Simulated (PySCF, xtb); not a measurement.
In(NH2)3 (H₆InN₃), SMILES [NH2][In]([NH2])[NH2]. The values are those of a single conformer.

Harmonic wavenumbers (cm⁻¹) from GFN2-xTB in xtb at its own minimum, in rising order: 102, 105, 110, 132, 180, 182, 387, 456, 461, 574, 590, 611, 619, 677, 682, 1468, 1472, 1480, 3342, 3352, 3353, 3368, 3378, 3380.

What does B3LYP-D3(BJ)/def2-SVP run with PySCF give at its own minimum? (Estimate from the structure and the level; the computed values follow.)

107, 114, 138, 144, 215, 224, 412, 419, 448, 583, 598, 598, 718, 801, 801, 1525, 1531, 1539, 3511, 3512, 3513, 3605, 3607, 3607. Paired by order, the mean absolute difference is 81 cm⁻¹ and the zero-point energies are 43.5 and 46.1 kcal/mol.
